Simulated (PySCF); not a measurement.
Simulated C 1s region for `C1=CC=C2[SiH2]C=CC2=C1`, binding energy against the vacuum level.

Every computed line was given a Gaussian of 0.7 eV full width at half maximum and an area set by the number of equivalent atoms; the highest printed point is 100. Computed, not measured: PySCF, delta-SCF UKS SCAN, pcX-2 on the ionised atom, pcseg-1 elsewhere, spin-free X2C.

binding energy (eV), intensity and a bar:
```
    288.4          0 
    288.5          0 
    288.6          1 
    288.7          2 #
    288.8          4 #
    288.9          7 ##
    289.0         12 ####
    289.1         19 ######
    289.2         26 ########
    289.3         34 ##########
    289.4         41 ############
    289.5         48 ##############
    289.6         55 #################
    289.7         64 ###################
    289.8         74 ######################
    289.9         85 ##########################
    290.0         95 ############################
    290.1        100 ##############################
    290.2         99 ##############################
    290.3         91 ###########################
    290.4         77 #######################
    290.5         60 ##################
    290.6         43 #############
    290.7         29 #########
    290.8         17 #####
    290.9         10 ###
    291.0          5 #
    291.1          2 #
    291.2          1 
    291.3          0 
    291.4          0
```

Task: How many maxima does the curve show, and how many computed lines lie under it?

Result: The curve has 1 maximum (at 290.1 eV). Under it lie 8 lines from 8 inequivalent carbon sites. At this width some lines have no maximum of their own.

Task: Decompose the envelope and assign each component. Numbering: `[CH:1]1=[CH:2][c:3]2[cH:4][cH:5][cH:6][cH:7][c:8]2[SiH2:9]1`.

Result: 
| position (eV) | relative area | line | atoms | environment |
| --- | --- | --- | --- | --- |
| 289.36 | 1 | C 1s | C1 | alkene CH carbon |
| 289.56 | 1 | C 1s | C8 | substituted aromatic carbon |
| 289.98 | 1 | C 1s | C6 | aromatic CH carbon |
| 290.01 | 1 | C 1s | C4 | aromatic CH carbon |
| 290.14 | 1 | C 1s | C5 | aromatic CH carbon |
| 290.16 | 1 | C 1s | C7 | aromatic CH carbon |
| 290.30 | 1 | C 1s | C3 | substituted aromatic carbon |
| 290.43 | 1 | C 1s | C2 | alkene CH carbon |

The listed C 1s values span 1.07 eV, from C1 (bonded to C (double bond), H and Si) to C2 (bonded to C (double bond), C and H). The widest gap between neighbouring values is 0.42 eV, between 289.56 and 289.98 eV. Summing the Pauling electronegativity differences to the bonded atoms, each weighted by its formal bond order, gives -1.00 for the lowest site and -0.35 for the highest; the largest sum, 0.00, belongs to C3, 0.13 eV below the top. The values 289.98 and 290.01 eV; the values 290.14 and 290.16 eV lie too close for their order to be trusted.

The curve has no shake-up lines and no vibrational structure. The unrestricted hole states depart most from a pure doublet (⟨S²⟩ = 0.75; over 0.85 named) for C 1s of C2 (0.96), C 1s of C3 (0.89), C 1s of C4 (0.86), C 1s of C5 (0.88), C 1s of C6 (0.85), C 1s of C7 (0.88) and C 1s of C8 (0.88), which makes these values less certain. Geometry: PBE0-D3(BJ)/def2-SVP; no solvent, vibrations or thermal averaging.
